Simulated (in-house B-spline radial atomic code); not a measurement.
Whole-atom quantities along the 11-electron series, configuration [Ne] 3s1. Breit and QED terms are first order and not part of the total energy; the density at the nucleus is averaged over the nuclear charge. Computed with an all-electron radial atomic-structure program (B-spline basis): Dirac-Hartree-Fock, average of the configuration, finite nuclei.

```
  ion   Z  E/Z² (Eh)  Σ<r²> (bohr²)  n(0)/Z³ (bohr⁻³)  Lamb diamagnetic shielding (ppm)  repulsion over attraction  Breit energy (eV)  self-energy (eV)  vacuum polarisation (eV)  Dirac less non-relativistic energy (Eh)
Pr48+  59    -1.9803        0.14918            1.9005                           4508.16                   0.037454             168.87            161.31                   -23.665                                  -288.38
Nd49+  60    -1.9862        0.14332             1.962                           4603.12                   0.036801             178.26            171.34                   -25.506                                  -310.04
Pm50+  61     -1.992        0.13777            2.0236                           4699.05                   0.036166             188.02            181.84                   -27.464                                  -332.96
Sm51+  62    -1.9978         0.1325             2.081                           4795.96                   0.035551             198.14            192.83                   -29.545                                  -357.18
Eu52+  63    -2.0037        0.12751            2.1498                           4893.96                   0.034953             208.65            204.33                   -31.764                                   -382.8
Gd53+  64    -2.0095        0.12277            2.2201                           4993.03                   0.034372             219.55            216.36                   -34.124                                  -409.85
Tb54+  65    -2.0154        0.11826            2.3104                           5093.31                   0.033807             230.85            228.94                   -36.643                                  -438.45
```

(1) With what power of Z does the column «self-energy (eV)» change over this range?

Results:

(1) A fit of the logarithm of its size against log Z from Z = 59 to 65 has slope 3.62. One-loop self-energy scales as Z⁴F(Zα), with F falling from low Z to about Z = 90.
